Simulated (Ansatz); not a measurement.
A structure relaxed at PBE-D4/def2-TZVP in Ansatz, charge 0, singlet:

```csv
atom,x (Å),y (Å),z (Å)
Sn1,0.194,0.116,0.079
I2,-2.003,-1.193,-0.811
H3,-0.152,0.657,1.669
H4,0.468,1.426,-0.994
H5,1.492,-1.006,0.057
```

Problem. Give its formula, name or SMILES and point group.

Solution. SnIH3 (SnH3I). Point group C3v (tolerance 0.1 Å).

Problem. Summarise the bond lengths by kind (pairs closer than 1.2 times the sum of covalent radii, bridged metal pairs left out).

Solution. 1 × I–Sn 2.71 Å; 3 × H–Sn 1.72 Å.

In the def2 sets I, Sn take a core potential; there is no spin–orbit coupling.
